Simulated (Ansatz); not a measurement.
Ansatz results at the PBE0-D4/def2-TZVP geometry: LUMO energy (ωB97M-V/def2-TZVPP) 0.46 eV; LUMO energy (B3LYP/def2-TZVPP) -1.56 eV; HOMO–LUMO gap (ωB97M-V/def2-TZVPP) 15.00 eV.

Question: Which molecule gave them?
A. `[F][Al-]1([F])[F+][Al-]([F])([F])[F+]1`
B. `F[B@H-]1[OH+][B@@H-](F)[OH+]1`
C. `C[N+]1(C)[Al@H-]([CH3])[N+](C)(C)[Al@@H-]1[CH3]`
D. `F[B@H-]1[Cl+][B@H-](F)[Cl+]1`

Answer: A. The others give `F[B@H-]1[OH+][B@@H-](F)[OH+]1`: 1.65, -0.13, 13.45; `C[N+]1(C)[Al@H-]([CH3])[N+](C)(C)[Al@@H-]1[CH3]`: 1.79, 0.19, 11.27; `F[B@H-]1[Cl+][B@H-](F)[Cl+]1`: 1.37, -0.94, 12.86.

B3LYP here is the variant with VWN-RPA as its local correlation; programs differ in this.
